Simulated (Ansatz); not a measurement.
Compare A (`C=C[SiH2]O`) with its isomer B (`C1OC[SiH2]1`).

Gas-phase electronic energies from Ansatz, PBE0-D4/def2-TZVP geometries. CCSD(T)/CBS adds triple-zeta CCSD(T) − MP2 to the extrapolated MP2 energy (def2 sets, frozen cores). Functionals use def2-TZVPP. One conformer a species, not always the lowest.

Q: Which isomer does CCSD(T)/CBS put lower? Give the gap. (Estimate.)

A: The calculation gave: A, by 216.0 kJ/mol.

Q: Give E(B) − E(A) in kJ/mol with CCSD(T)/def2-TZVPP, PBE0-D4, HF/def2-TZVPP, CCSD/def2-TZVPP, ωB97M-V, CCSD(T)/def2-SVP, MP2/def2-TZVPP. (Best estimate.)

A: Ansatz gave: CCSD(T)/def2-TZVPP 213.2, PBE0-D4 188.9, HF/def2-TZVPP 236.7, CCSD/def2-TZVPP 215.2, ωB97M-V 203.6, CCSD(T)/def2-SVP 197.2, MP2/def2-TZVPP 217.2. None reverses the order clearly.

Q: Does the order hold for the free energy at 298.15 K (harmonic terms from PBE0-D4)? (Best estimate.)

A: Ansatz gave: Yes: G(B) − G(A) = +221.7 kJ/mol, for one conformer each. Modes under 60 cm⁻¹, often nearly free rotors, make the harmonic entropy too high.

Largest T1 diagnostic: 0.012.

In def2-TZVPP, CCSD(T) changes the Hartree–Fock value by −23.6 kJ/mol (the triples alone add −2.0 kJ/mol) and MP2 by −19.5 kJ/mol. Leaving LDA and LC-ωPBE aside and taking each functional with its dispersion term where it has one, the values, not all of them listed here, spread over 33.7 kJ/mol, from PBE-D4 to BHLYP-D4. LDA lies −15.2 kJ/mol from PBE without D4.
